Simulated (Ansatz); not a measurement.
A run of Ansatz (development build ahead of 0.2.0) on triplet NiC at this shape:

```xyz
2

Ni    0.0000    0.0000    0.0000
C     0.0000    0.0000    2.0000
```

Its results:

```yaml
Converged: yes
Total_energy: -1545.99062 hartree
Spin_squared_of_the_determinant: 2.069
Stability_test: minimum
```

Problem. Which input gives this output? Name the method, the orbitals and the basis set, and write the input.

Solution. PBE (unrestricted) in pcseg-2.

```yaml
crystal:
  periodic: [false, false, false]
  atoms:
    - { symbol: Ni, position_ang: [0.0, 0.0, 0.0] }
    - { symbol: C, position_ang: [0.0, 0.0, 2.0] }
basis:
  gaussian: { orbitals: pcseg-2 }
magnetization:
  spin_polarized: true
  initial_magnetization: 2
hamiltonian:
  xc: pbe
```
